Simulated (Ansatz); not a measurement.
Reaction (ligand exchange at a B–C bond): `BC(B)=C` + `CS[SiH2]O` → `BO[SiH2]SC` + `BC=C`

Program: Ansatz. Geometries: PBE0-D4/def2-TZVP. ΔE: electronic, gas phase. CBS: MP2 limit from def2 TZ/QZ plus the TZ coupled-cluster correction, frozen cores. Functionals use def2-TZVPP. B3LYP here is the variant with VWN-RPA as its local correlation; programs differ in this. Each species was taken in one conformer, which may not be the lowest.

`BC(B)=C`:

Z-matrix (Å, degrees):
```
B
C 1 1.548
H 1 1.197 2 121.4
H 1 1.200 2 119.5 3 -180.0
B 2 1.548 1 124.8 3 -0.2
C 2 1.353 1 117.6 3 179.7
H 5 1.200 2 119.5 1 -179.9
H 5 1.196 2 121.4 1 0.1
H 6 1.089 2 121.9 1 0.0
H 6 1.089 2 121.9 1 -179.9
```

`CS[SiH2]O`:

```xyz
10

C    -1.552    0.625    0.351
S     0.073    0.853    1.133
Si    1.304   -0.064   -0.328
O     1.013   -1.674   -0.519
H    -1.768   -0.432    0.198
H    -1.602    1.155   -0.600
H    -2.293    1.044    1.031
H     2.687    0.210    0.141
H     1.046    0.504   -1.671
H     1.091   -2.222    0.263
```

`BO[SiH2]SC`:

Z-matrix (Å, degrees):
```
Si
O 1 1.660
S 1 2.108 2 112.1
H 1 1.478 2 107.6 3 117.0
H 1 1.486 2 107.5 3 -121.1
B 2 1.347 1 130.7 3 99.3
C 3 1.818 1 99.4 2 -69.4
H 6 1.205 2 120.0 1 1.7
H 6 1.198 2 118.2 1 -178.1
H 7 1.090 3 111.1 1 69.2
H 7 1.090 3 111.1 1 -53.7
H 7 1.089 3 106.7 1 -172.4
```

`BC=C`:

```xyz
8

B     0.789    0.870   -0.520
C    -0.198   -0.301   -0.422
C    -0.672   -0.693    0.768
H     1.126    1.424    0.487
H     1.229    1.242   -1.569
H    -0.538   -0.839   -1.305
H    -0.364   -0.188    1.679
H    -1.372   -1.516    0.883
```

Q: Is it downhill or uphill in electronic energy at CCSD(T)/CBS, and by how much? (Estimate.)

A: Computed: Downhill: ΔE = -120.0 kJ/mol.

Q: What do these levels give: r2SCAN-D4, PBE0-D4, PBE0, B3LYP, MP2/def2-TZVPP, SCS-MP2/def2-TZVPP, CCSD/def2-TZVPP, CCSD(T)/def2-TZVPP, SCS-MP2/def2-QZVPP, HF/CBS(def2), MP2/CBS(def2), CCSD/CBS(def2)? (Best estimate.)

A: The calculation gave: r2SCAN-D4 -122.1, PBE0-D4 -117.5, PBE0 -116.9, B3LYP -124.2, MP2/def2-TZVPP -119.1, SCS-MP2/def2-TZVPP -121.1, CCSD/def2-TZVPP -121.7, CCSD(T)/def2-TZVPP -121.5, SCS-MP2/def2-QZVPP -120.5, HF/CBS(def2) -124.0, MP2/CBS(def2) -117.6, CCSD/CBS(def2) -120.1 kJ/mol.

Largest T1 diagnostic among the species: 0.012.
